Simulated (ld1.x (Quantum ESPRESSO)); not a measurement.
**Logarithmic derivatives: iron, RRKJ**

* Element: Fe
* Generator: ld1.x (Quantum ESPRESSO) 7.5
* Type: norm-conserving RRKJ (Kleinman–Bylander form)
* Functional: PBEsol
* Relativity: scalar-relativistic
* Frozen core: [Ne]
* Valence charge: 16
* Reference configuration: 3s2 3p6 3d6 4s2 4p0
* Partial waves: 3s (bound): rc 1.05 bohr; 3p (bound): rc 1.40 bohr; 3d (bound): rc 1.90 bohr
* Local potential: all-electron potential smoothed inside 1.55 bohr (lloc = -2)
* Core correction: none

Occupied shells without a wave of their own: 4s. They enter only through the test configuration that unscreens the potential.

The phase is arctan(r·u′/u) with u = r·R(r), unwrapped; energies in Ry, scanned from -9 to 5 Ry. A pole is an energy at which the radial function vanishes at the test radius. The pseudo phase is shifted by a multiple of π to meet the all-electron one at the reference energy, and phase errors are pseudo minus all-electron; the curves can meet again beyond the range given. Levels narrower than the energy grid can be missing from the lists of poles.

```json
{"channel": "s", "radius (bohr)": "2.06", "reference energy (Ry)": "-6.89", "poles, all-electron": "-6.84, 4.24", "poles, pseudo": "-6.84, 4.35", "unbroken range about the reference energy with phases within 0.05 rad": "below -0.5", "phase error 1 Ry above the reference energy (rad)": "+0.000"}
{"channel": "p", "radius (bohr)": "2.06", "reference energy (Ry)": "-4.40", "poles, all-electron": "-4.30", "poles, pseudo": "-4.30", "unbroken range about the reference energy with phases within 0.05 rad": "below 0.1", "phase error 1 Ry above the reference energy (rad)": "+0.001"}
{"channel": "d", "radius (bohr)": "2.06", "reference energy (Ry)": "-0.55", "poles, all-electron": "-0.19", "poles, pseudo": "-0.18", "unbroken range about the reference energy with phases within 0.05 rad": "below 1.2", "phase error 1 Ry above the reference energy (rad)": "+0.020"}
```

Phases in the d channel:

```csv
E (Ry),all-electron,pseudo
-9.00,1.411,1.411
-8.52,1.406,1.407
-8.04,1.402,1.402
-7.56,1.397,1.397
-7.08,1.391,1.391
-6.60,1.384,1.385
-6.12,1.377,1.378
-5.64,1.369,1.370
-5.16,1.360,1.361
-4.68,1.349,1.351
-4.20,1.337,1.339
-3.72,1.322,1.324
-3.24,1.303,1.305
-2.76,1.278,1.281
-2.28,1.242,1.247
-1.80,1.184,1.191
-1.32,1.058,1.068
-0.84,0.433,0.451
-0.36,-1.421,-1.417
0.12,-1.705,-1.692
0.60,-1.820,-1.796
1.08,-1.915,-1.873
1.56,-2.029,-1.952
2.04,-2.201,-2.053
2.52,-2.515,-2.200
3.00,-3.105,-2.439
3.48,-3.774,-2.847
3.96,-4.163,-3.409
4.44,-4.363,-3.875
4.92,-4.478,-4.153
```
